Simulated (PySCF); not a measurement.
Si(F)(Me)2(SH) (C2H7FSSi), SMILES C[Si](C)(F)S. Atoms are numbered in the order given.

```xyz
12

C      1.5616    -0.1323    -1.2551
Si     0.1219    -0.3137    -0.0825
C     -1.2581    -1.3458    -0.7972
F      0.6588    -1.0471     1.2755
S     -0.5891     1.6025     0.6220
H      1.2564     0.4028    -2.1693
H      2.3770     0.4374    -0.7838
H      1.9492    -1.1207    -1.5525
H     -2.0682    -1.4734    -0.0630
H     -1.6831    -0.8644    -1.6932
H     -0.8881    -2.3424    -1.0895
H     -0.9747     2.0033    -0.6127
```
Charge 0, spin multiplicity 1.

Geometry optimised at B3LYP-D3(BJ)/def2-SVP. Other conformers were not sampled.

Calculation: PBE/pcSseg-1 in PySCF.

GIAO shieldings, no solvent; atoms alike by connectivity are averaged. δ = σ(ref) − σ: ¹³C against TMS (σ = 182.0 ppm); ²⁹Si against TMS (σ = 335.4 ppm); ¹⁹F against CFCl3 (σ = 133.6 ppm); ³³S against H2S (σ = 706.5 ppm); ¹H against TMS (σ = 31.49 ppm), references at their B3LYP-D3(BJ)/def2-TZVP geometries, non-relativistic.

```csv
atoms,nucleus,count,δ (ppm)
"C1, C3",¹³C,2,[?]
Si2,²⁹Si,1,[?]
F4,¹⁹F,1,-197.5
S5,³³S,1,[?]
"H6, H7, H8, H9, H10, H11",¹H,6,0.71
H12,¹H,1,0.05
```

Question: What belongs in the gaps? (An estimate is asked for; the answer gives what the named calculation found.)

Answer: 
- S5, δ (ppm): 33.6
- C1, C3, δ (ppm): 8.8
- Si2, δ (ppm): 55.3
